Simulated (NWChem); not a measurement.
C$_{3}$H$_{4}$ClF; SMILES C(=C(/C)Cl)/F

Program: NWChem. All runs use the structure optimised with PBE0/def2-SVP. Level PBE/def2-SVP: energy and gradient on several grids; changes count from the extra-fine grid, which is no exact limit either.

Q: Which is the coarsest grid (xcoarse; fine; medium; xfine; coarse) from which on the energy stays within 50 μHa and each gradient component within 100 μHa/bohr of xfine?

A: medium.
| grid | size of the energy change (μHa) | largest change of a gradient component (μHa/bohr) | time, medium = 1 (rough) |
|---|---|---|---|
| xcoarse | 300 | 5000 | about 1 |
| coarse | < 10 | 300 | about 1 |
| medium | < 10 | < 30 | about 1 |
| fine | < 10 | < 30 | about 1 |
| xfine | < 10 | < 30 | 2 |
